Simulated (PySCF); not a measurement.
A PySCF script (with the pyscf-properties extension) for the NMR shieldings of `C#C[SiH2][Si@H]([SiH2]C)[SiH2]C=O`, C₄H₁₂OSi₄, on a GFN2-xTB geometry:

```python
import basis_set_exchange as bse
import numpy as np
from pyscf import gto, dft
from pyscf.prop import nmr

atoms = """
C    -3.560814   -1.126351    1.396563
C    -2.645533   -0.346486    1.409637
Si   -1.211395    0.826181    1.376241
Si   -0.112001    0.571310   -0.678070
Si    1.080719   -1.434991   -0.805791
C    -0.113754   -2.879529   -0.493436
Si    1.158893    2.444581   -1.194560
C     2.343715    2.368124    0.305272
O     2.172368    1.532509    1.164006
H    -4.364929   -1.805744    1.394674
H    -0.391630    0.478918    2.539446
H    -1.790686    2.160882    1.602864
H    -1.171789    0.541726   -1.724571
H     1.717001   -1.649159   -2.117978
H     2.159775   -1.509089    0.184533
H     0.401113   -3.836012   -0.487468
H    -0.619148   -2.769056    0.462301
H    -0.880539   -2.924875   -1.261370
H     0.579556    3.794178   -1.118159
H     2.047219    2.506739   -2.362664
H     3.192938    3.073086    0.408058
"""
names = dict.fromkeys(["C", "Si", "O", "H"], "pcSseg-1")
basis = {el: gto.basis.parse(bse.get_basis(n, elements=[el], fmt="nwchem")) for el, n in names.items()}
mol = gto.M(atom=atoms, basis=basis, charge=0, verbose=0)
mf = dft.RKS(mol, xc="PBE0")
mf.grids.level = 2
mf.grids.alignment = dft.numint.BLKSIZE   # the property module wants whole blocks of grid points
mf.conv_tol = 1e-9
mf.kernel()

calc = nmr.RKS(mf)   # GIAO
C = mf.mo_coeff
Co = C[:, mf.mo_occ > 0]
resp = mf.gen_response(singlet=True, hermi=2)
def vind(x):   # induced exchange potential for any number of trial vectors
    d = np.einsum("pi,xij,qj->xpq", C, 2 * x.reshape(-1, C.shape[1], Co.shape[1]), Co, optimize=True)
    return np.einsum("xpq,pi,qj->xij", resp(d - d.transpose(0, 2, 1)), C, Co, optimize=True).ravel()
mo1, _ = nmr.rhf.solve_mo1(calc, with_cphf=vind)
sigma = calc.kernel(mo1)
for i, s in enumerate(sigma):   # ppm
    print("%2d %-2s %9.2f" % (i, mol.atom_pure_symbol(i), np.trace(s) / 3))
```

Q: Give the expected output.

A: 
```
 0 C      80.22
 1 C      99.75
 2 Si    440.35
 3 Si    486.61
 4 Si    416.67
 5 C     193.21
 6 Si    411.31
 7 C     -68.57
 8 O    -600.87
 9 H      29.70
10 H      26.95
11 H      27.32
12 H      28.54
13 H      27.61
14 H      27.54
15 H      31.23
16 H      31.04
17 H      31.44
18 H      27.24
19 H      27.21
20 H      19.28
```

These numbers come from an equivalent density-fitted implementation of the same equations, which agrees with the script to about 0.01 ppm for H and up to a few tenths of a ppm for heavy atoms, so last digits may differ.

Q: Turn these shieldings into chemical shifts. References, each an isolated molecule treated in the same way: $^{13}$C (186.93 ppm) and $^{29}$Si (349.16 ppm) and $^{1}$H (31.72 ppm) against TMS; $^{17}$O (336.08 ppm) vs H2O.

A: Averaging equivalent atoms: C 7: 255.5; C 0: 106.7; C 1: 87.2; C 5: -6.3; Si 6: -62.2; Si 4: -67.5; Si 2: -91.2; Si 3: -137.5; O 8: 936.9; H 20: 12.44; H 10: 4.77; H 19: 4.51; H 18: 4.48; H 11: 4.40; H 14: 4.18; H 13: 4.11; H 12: 3.18; H 9: 2.02; H 15/16/17: 0.48 ppm. Unscaled 17O shifts of doubly bonded oxygen tend to come out too high, by tens of ppm or more. Experimental scales use liquid or dissolved standards, which lie at an offset from isolated H2O (liquid H2O: subtract about 36 ppm).

Size and cost of the density-fitted run: 241 basis functions, 60 s wall time on 1 thread of an Arm Neoverse V2, shared host; peak memory 1.1 GiB.
